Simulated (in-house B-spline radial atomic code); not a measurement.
RPA and G0W0 on PBE: the lanthanum ion La⁶⁺

Configuration [Kr] 4d10 5s2 5p3, highest spin, mean-field start PBE. Computed with an all-electron radial atomic-structure program (B-spline basis): all electrons, scalar-relativistic (spin-free one-electron X2C), finite nucleus, each spin shell either full or empty, empty states to l = 9 with an (l + 1/2)⁻⁴ tail; G0W0 by contour deformation at full frequency.

Spin-orbit coupling, left out, splits p levels strongly here.

Command:
```bash
python run_gw.py task.json out
```
Settings (radii: box in bohr, nucleus in fm):
```
Z                        57
electrons                51
configuration            [Kr] 4d10 5s2 5p3
hamiltonian              x2c
method                   pbe,pbe
lmax                     9
rms_radius               4.855
spin_polarised           True
box_radius               9.29
intervals                66
```

Cost of the run: 3.4 s on 1 thread of Intel(R) Xeon(R) 6975P-C, on a shared host.

Energies (hartree):

```json
{"term": "mean-field total", "value": "-8483.89273"}
{"term": "Hartree-Fock functional on these orbitals", "value": "-8481.29211"}
{"term": "direct second order", "value": "-4.7467"}
{"term": "second-order exchange", "value": "1.2978"}
{"term": "SOSEX correction", "value": "1.2131"}
```

(1) What is the RPA correlation energy, and what remains with SOSEX?

Quasi-particle levels (eV):

```csv
level,occupied,mean field,Σx - vxc,Σc,QP weight,G0W0
5p up,yes,-84.52,-6.36,?,?,?
5s down,yes,-99.72,-3.58,-3.27,0.957,-106.57
5p down,no,-80.96,8.50,-3.19,0.929,-75.65
```

G0W0 = mean field + (Σx - vxc) + Σc, with Σc (partial-wave tail included) taken at the quasi-particle energy. Only the outer levels were computed. Levels of low weight are left out.

(2) Where does G0W0 put 5p up?

Answers

(1) RPA gives -4.1799 hartree (-2.23 eV per electron); RPA + SOSEX gives -2.9668, and the second-order doubles -3.4489 hartree (no singles). SOSEX takes back 29 % of the RPA value.

(2) At -91.54 eV, with Σc = -0.66 eV and a quasi-particle weight of 0.922. The tabulated removal energy is 88 ± 2 eV (NIST, tabulated theory); the calculation leaves out spin-orbit coupling, Breit and QED terms, and what these don't explain is the method's own error.
